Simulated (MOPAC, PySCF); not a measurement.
H9GaSi3, SMILES `[SiH3][Ga]([SiH3])[SiH3]`, neutral singlet in the gas phase. 

Z-matrix (Å, degrees):
```
Ga
Si 1 2.4102
H 2 1.4881 1 113.96
H 2 1.4890 3 108.16 1 -125.39
H 2 1.4922 3 107.55 4 -115.62
Si 1 2.4119 2 120.67 3 -162.59
H 6 1.4879 1 114.25 2 -1.23
H 6 1.4904 7 107.95 1 122.70
H 6 1.4912 7 107.77 8 115.50
Si 1 2.4122 2 119.72 3 17.34
H 10 1.4882 1 114.12 2 161.10
H 10 1.4893 11 108.07 1 125.14
H 10 1.4924 11 107.53 12 115.43
```
Charge 0, spin multiplicity 1.

All levels are single points at this geometry (r2SCAN-D4/def2-TZVP); Pople sets use spherical d functions. Orbital energies aren't observables, and empty levels follow the basis.

B3LYP/3-21G in PySCF gives dipole (D) = 0.02.

Q: Estimate the dipole (D) from each of these levels: r2SCAN-D4/def2-TZVP in PySCF; SVWN5/6-31G* in PySCF; AM1 in MOPAC; PM3 in MOPAC; PM7 in MOPAC.

A: 
| level | dipole (D) |
|---|---|
| r2SCAN-D4/def2-TZVP in PySCF | 0.03 |
| SVWN5/6-31G* in PySCF | 0.02 |
| AM1 in MOPAC | 0.03 |
| PM3 in MOPAC | 0.07 |
| PM7 in MOPAC | 0.03 |
